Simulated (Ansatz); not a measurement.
`C#[C][Ge]([F])([F])[O]C` + H₂ → `C[O][GeH]([F])[F]` + `C#C`  (hydrogenolysis of a Ge–C bond)

Computed with Ansatz on PBE0-D4/def2-TZVP structures; ΔE is electronic, products minus reactants. CBS: MP2 limit from def2 TZ/QZ plus the TZ coupled-cluster correction, frozen cores. This one scheme is used for every species. For Ge outer-core shells are correlated without core-valence functions, which leaves a few kJ/mol of doubt a bond. Scalar relativity is left out up to krypton. One conformer a species, not always the lowest.

```json
{"species": "`C#[C][Ge]([F])([F])[O]C`", "CCSD(T)/CBS(def2) energy (Eh)": "-2467.46815"}
{"species": "H₂", "CCSD(T)/CBS(def2) energy (Eh)": "-1.17544"}
{"species": "`C[O][GeH]([F])[F]`", "CCSD(T)/CBS(def2) energy (Eh)": "-2391.41847"}
{"species": "`C#C`", "CCSD(T)/CBS(def2) energy (Eh)": "-77.22717"}
```

Question: Work out ΔE.

Answer: ΔE = (-2391.41847) + (-77.22717) − (-2467.46815) − (-1.17544) = -0.00205 Eh = -0.06 eV.

Question: What do rigid-rotor, harmonic-oscillator terms from PBE0-D4/def2-TZVP frequencies (298.15 K, 1 bar) make of the CCSD(T)/CBS value? (An estimate is asked.)

Answer: The calculation gave: ΔZPE = +0.16 eV, ΔH = +0.05 eV, ΔS = 19 J/(mol·K), ΔG = -0.01 eV.

Largest T1 diagnostic among the species: 0.013.

Leaving LDA and LC-ωPBE aside and taking each functional with its dispersion term where it has one, the values, not all of them listed here, spread over 0.11 eV, from CAM-B3LYP-D4 to revPBE-D4. At CCSD(T), def2-SVP lies −0.05 eV from the extrapolated value and def2-TZVPP +0.04 eV. The D4 term adds +0.09 eV with B3LYP and +0.05 eV with PBE0; it sums over pairs of atoms, weighted by their polarisabilities, and B3LYP, whose exchange is more repulsive, gets the larger term.

B3LYP here is the variant with VWN-RPA as its local correlation; programs differ in this.
